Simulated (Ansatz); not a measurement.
Ni3⁻, relaxed as a quartet with UKS PBE0-D4/def2-TZVPD in Ansatz, starting from the PBE0-D4/def2-TZVPD geometry of the charge -1 doublet. Force threshold 0.02 eV/Å.

The charge -1 quartet is spin-contaminated (final ⟨S²⟩ up to 4.75, 3.75 for a pure state). The highest occupied level of the charge -1 quartet lies above zero (up to 0.22 eV). It is a level of α spin, whose loss leaves a triplet; that state wasn't run at this geometry and level. The electron is either unbound and held by the finite basis, or the level is raised by self-interaction error. The relaxation made no stability test and no search for a lower SCF solution. At PBE0-D4/def2-TZVPD a sextet of charge -1 lies 0.27 eV below the quartet, each at its own geometry. The structure comes from a short search, and lower isomers may exist.

Start:

```xyz
3

Ni   -1.223   -0.579   -0.372
Ni    0.235    0.344    1.340
Ni    0.988    0.235   -0.968
```

(1) Estimate the energy that the relaxation releases and the steps that it takes.

(2) Does the start keep its bonding and symmetry?

(3) Predict the relaxed structure.

Answers

(1) 0.4 kJ/mol, in 5 steps; 25 s on 4 threads of Arm Neoverse V2 on a shared host. The force fell under the threshold at step 3, but the optimiser went on. No frequencies were taken in this run, so the end may be a saddle point.

(2) By distances, no bond broke or formed. The bond that changes most is Ni1–Ni2, from 2.43 to 2.47 Å (atoms count from 1). Point group D3h at the start, Cs at the end, both within 0.05 Å.

(3) 
```
atom    x (Å)    y (Å)    z (Å)
 Ni1  -1.2340  -0.5867  -0.3894
 Ni2   0.2559   0.3522   1.3374
 Ni3   0.9780   0.2344  -0.9480
```
Bond lengths (bridged metal pairs left out): 3 × Ni–Ni 2.40 to 2.47 Å.
